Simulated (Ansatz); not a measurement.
A search over several starts for the lowest SCF solution of the cluster Sn₃F₄⁺ at the given spin, in a small basis.

```yaml
crystal:
  periodic: [false, false, false]
  atoms:
    - {symbol: Sn, position_ang: [-0.450492, -1.285410, -1.688904]}
    - {symbol: Sn, position_ang: [2.169004, -0.049245, 0.025485]}
    - {symbol: Sn, position_ang: [-1.016985, 0.789743, 0.984401]}
    - {symbol: F, position_ang: [0.799059, -0.361631, 1.581242]}
    - {symbol: F, position_ang: [-1.153842, 0.637160, -1.237898]}
    - {symbol: F, position_ang: [-1.201440, -1.314736, 0.268773]}
    - {symbol: F, position_ang: [0.854695, 1.584098, 0.066901]}
basis:
  gaussian: {orbitals: def2-SVP, initial_orbitals: start.molden}
total_charge: 1
magnetization: {spin_polarized: true, initial_magnetization: 1}
hamiltonian: {xc: pbe, dispersion: d4}
output: {orbitals: {seedname: orbitals}}
```

The file start.molden holds the orbitals of an earlier run on this structure, at another level or in another basis.

```sh
$ ansatz run in.yaml --threads 4 --pin off --events-out ev --progress --plain --max-ram 8704MiB
```

Output, abridged:

```
Functional definition: PBE
1465 factors; their error is unknown
mean field evaluation 1: about -28311.5789 eV, gradient 5.9e1 eV
mean field evaluation 2: about -28327.8788 eV, gradient 2.3e1 eV
mean field evaluation 4: about -28342.9130 eV, gradient 4.9e0 eV
mean field evaluation 8: about -28343.1187 eV, gradient 1.5e-5 eV
mean field evaluation 16: about -28343.1606 eV, gradient 5.9e-1 eV
mean field -28343.11866369 eV, -1041.5903992349 hartree, gradient 7.6e-5 eV, S^2 0.752547; 1 other end points of the search recorded, 0 dependent functions left out
reference -28343.11870940 eV, -1041.5904009145 hartree; 51, 50 occupied and 83, 84 virtual orbitals, 1465 factors
Total energy: -28343.44380561 eV, -1041.6023479799 hartree
```

Run time 4.8 s (4 threads of Arm Neoverse V1 on a shared host).

In the def2 sets Sn takes a core potential; there is no spin–orbit coupling. Another isomer (doublet) lies 0.25 eV lower at PBE0-D4/def2-TZVP; other spin states weren't run for this one.
